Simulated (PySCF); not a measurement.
## Shapes and spin states of HFeO

Method: PySCF, PBE0, basis Fe def2-TZVP, O def2-TZVP, H def2-TZVP (no relativity, density fitting).

Relaxations began from a few typed shapes and spin states; open shells are unrestricted. The search is not exhaustive: other isomers or separated fragments can lie lower, and high-lying points may rest on an excited occupation.

(1) Which is the lowest minimum found?
A. sextet C∞v: Fe–H 1.641 Å, Fe–O 1.646 Å; H–Fe–O 180.0°
B. broken-symmetry Ms = 1/2 (⟨S²⟩ 1.75) Cs: Fe–H 1.537 Å, Fe–O 1.564 Å; H–Fe–O 112.1°
C. broken-symmetry Ms = 3/2 (⟨S²⟩ 4.60) C∞v: Fe–H 1.637 Å, Fe–O 1.770 Å; H–Fe–O 180.0°
D. quartet Cs: Fe–H 1.539 Å, Fe–O 1.567 Å; H–Fe–O 107.4°
E. broken-symmetry Ms = 1/2 (⟨S²⟩ 2.50) C∞v: Fe–H 1.622 Å, Fe–O 1.725 Å; H–Fe–O 180.0°

Answers

(1) A. The others lie at 11.3 (quartet Cs), 34.1 (broken-symmetry Ms = 3/2 C∞v, a saddle point), 107.3 (broken-symmetry Ms = 1/2 Cs), 159.2 (broken-symmetry Ms = 1/2 C∞v, a saddle point) kJ/mol above it.

For the lowest minimum: other spin states or occupations of the open shell can lie lower.

The electron or spin density has lower symmetry than the nuclear frame for the broken-symmetry Ms = 3/2 (⟨S²⟩ 4.60) C∞v at 34.1 kJ/mol, broken-symmetry Ms = 1/2 (⟨S²⟩ 2.50) C∞v at 159.2 kJ/mol.
